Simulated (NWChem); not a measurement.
# CH5AlO3; SMILES [OH][Al]([O]C)[OH]

```xyz
10

Al     0.0049     0.5129     0.0000
O      1.0811     1.8451     0.0000
H      2.0402     1.7008     0.0000
O     -1.6880     0.7682     0.0000
H     -2.0533     1.6663     0.0000
O      0.6195    -1.0779     0.0000
C      0.0356    -2.3536     0.0000
H      0.3571    -2.9330    -0.8959
H      0.3571    -2.9330     0.8959
H     -1.0790    -2.3298     0.0000
```
Atoms are numbered in this order, from 1.

The geometry was optimised at PBE-D3(BJ)/def2-SVP.

Symmetry labels are those of Cs in the frame above (b1 and b2, or b-type labels, depend on it).

Q: List the 4 lowest vertical singlet excitations from PBE/6-31+G* (spherical d), TDA (NWChem).

A: 
```json
[
 {"state": "S1", "energy (eV)": "4.94", "oscillator strength": "0.003", "symmetry": "a\"", "leading excitation (squared amplitude)": "HOMO → LUMO (1.00)"},
 {"state": "S2", "energy (eV)": "5.26", "oscillator strength": "0.013", "symmetry": "a'", "leading excitation (squared amplitude)": "HOMO−1 → LUMO (0.99)"},
 {"state": "S3", "energy (eV)": "5.76", "oscillator strength": "0.000", "symmetry": "a\"", "leading excitation (squared amplitude)": "HOMO−2 → LUMO (1.00)"},
 {"state": "S4", "energy (eV)": "6.42", "oscillator strength": "0.070", "symmetry": "a\"", "leading excitation (squared amplitude)": "HOMO−3 → LUMO (0.79)"}
]
```
